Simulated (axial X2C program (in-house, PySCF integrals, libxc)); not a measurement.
## TeH with a deliberately poor setting

Computed with an in-house relativistic program for diatomic molecules.

Input file and command:
```json
{"zs": [52, 1], "q": 0, "bas": ["dyall-v3z", "dyall-v3z"], "levels": ["PBE0", "HF", "M06", "PW91"], "cc": false, "r0": 1.68, "npts": 10, "nst": 2, "ntry": 6, "opt": {"auxb": 6.0}}
```
```bash
python so2c.py task.json out
```

Keys: zs atomic numbers; q charge; bas basis sets; levels methods; cc coupled cluster on or off; r0 starting distance in Å; npts points on the curve; nst determinants followed; ntry starts of the search; auxb ratio of fitting exponents. HF also brings MP2.

Question: One numerical setting was spoiled on purpose. Which, and what came out?

Answer: Density fitting set too sparse. States: spin-free M_S = 1/2, Λ = 1; 2c Ω = 3/2. The apparent results, which are not to be taken for properties of TeH:

```json
{"Hamiltonian": "spin-free", "level": "PBE0", "points converged": "10 of 10", "Re (Å)": "1.816", "ωe (cm⁻¹)": "2131", "De (eV)": "2.38", "curve-fit residual (μEh)": "0.14"}
{"Hamiltonian": "spin-free", "level": "HF", "points converged": "10 of 10", "Re (Å)": "1.616", "ωe (cm⁻¹)": "2092", "De (eV)": "2.92", "curve-fit residual (μEh)": "0.25"}
{"Hamiltonian": "spin-free", "level": "MP2", "points converged": "10 of 10", "Re (Å)": "n/a", "ωe (cm⁻¹)": "n/a", "De (eV)": "n/a", "curve-fit residual (μEh)": "n/a"}
{"Hamiltonian": "spin-free", "level": "M06", "points converged": "10 of 10", "Re (Å)": "1.819", "ωe (cm⁻¹)": "2134", "De (eV)": "2.59", "curve-fit residual (μEh)": "0.17"}
{"Hamiltonian": "spin-free", "level": "PW91", "points converged": "10 of 10", "Re (Å)": "1.877", "ωe (cm⁻¹)": "2101", "De (eV)": "2.05", "curve-fit residual (μEh)": "1.1"}
{"Hamiltonian": "2c", "level": "PBE0", "points converged": "10 of 10", "Re (Å)": "1.818", "ωe (cm⁻¹)": "2118", "De (eV)": "2.40", "curve-fit residual (μEh)": "0.14"}
{"Hamiltonian": "2c", "level": "HF", "points converged": "10 of 10", "Re (Å)": "1.616", "ωe (cm⁻¹)": "2090", "De (eV)": "2.91", "curve-fit residual (μEh)": "0.27"}
{"Hamiltonian": "2c", "level": "MP2", "points converged": "10 of 10", "Re (Å)": "n/a", "ωe (cm⁻¹)": "n/a", "De (eV)": "n/a", "curve-fit residual (μEh)": "n/a"}
{"Hamiltonian": "2c", "level": "M06", "points converged": "10 of 10", "Re (Å)": "1.821", "ωe (cm⁻¹)": "2121", "De (eV)": "2.50", "curve-fit residual (μEh)": "0.17"}
{"Hamiltonian": "2c", "level": "PW91", "points converged": "10 of 10", "Re (Å)": "1.879", "ωe (cm⁻¹)": "2086", "De (eV)": "2.09", "curve-fit residual (μEh)": "1.1"}
```
